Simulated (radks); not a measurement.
Species: Ho2+. Configuration: [Xe] 4f11.

Calculated with a radial shooting solver on a logarithmic mesh with Libxc functionals: scalar-relativistic Kohn-Sham, PBE, spin-unpolarised, spherical densities, finite nucleus; Fermi nuclear charge, rms radius 5.2022 fm.

Energy parts (eV):
part                      energy
total                 -343257.91
kinetic                371157.89
electron-nucleus      -840237.75
Hartree                133167.34
exchange-correlation    -7345.40

Orbitals (lengths in bohr, moments of r in powers of bohr; r(max) is where P^2 peaks; r(90%) holds 90 % of the orbital's charge):
| orbital | occ. | eigenvalue (eV) | r(90%) | r(max) | <r^2> | <r> |
|---|---|---|---|---|---|---|
| 1s | 2 | -55501.80 | 0.0376 | 0.01312 | 0.0005883 | 0.02074 |
| 2s | 2 | -9295.685 | 0.136 | 0.07462 | 0.009170 | 0.08810 |
| 2p | 6 | -8237.684 | 0.127 | 0.06061 | 0.007441 | 0.07806 |
| 3s | 2 | -2087.037 | 0.337 | 0.2112 | 0.06037 | 0.2299 |
| 3p | 6 | -1763.626 | 0.342 | 0.2077 | 0.06071 | 0.2289 |
| 3d | 10 | -1353.076 | 0.323 | 0.1696 | 0.05072 | 0.2078 |
| 4s | 2 | -423.5195 | 0.745 | 0.4838 | 0.3040 | 0.5189 |
| 4p | 6 | -317.0921 | 0.800 | 0.5055 | 0.3444 | 0.5502 |
| 4d | 10 | -173.2714 | 0.897 | 0.5229 | 0.4133 | 0.5966 |
| 4f | 11 | -17.2800 | 1.48 | 0.5239 | 0.9677 | 0.8426 |
| 5s | 2 | -64.6522 | 1.84 | 1.136 | 1.833 | 1.276 |
| 5p | 6 | -40.0834 | 2.22 | 1.300 | 2.592 | 1.510 |
| 5d | 0 | -13.5205 | 3.83 | 1.906 | 7.091 | 2.455 |
| 6s | 0 | -14.6951 | 4.79 | 3.010 | 12.48 | 3.342 |

The highest occupied level is 4f at -17.280 eV. Summed over all electrons, <r^2> = 37.72 bohr^2, which gives a Langevin (diamagnetic) susceptibility term of -29.9 x 10^-6 cm^3/mol. The electron density at the nucleus is 8.473e+05 e/bohr^3 (large components only).

Run on one thread of a shared host, so times are rough (Arm Neoverse N1): 0.21 s of CPU time, 0.21 s wall, 17 iterations on 2299 mesh points.
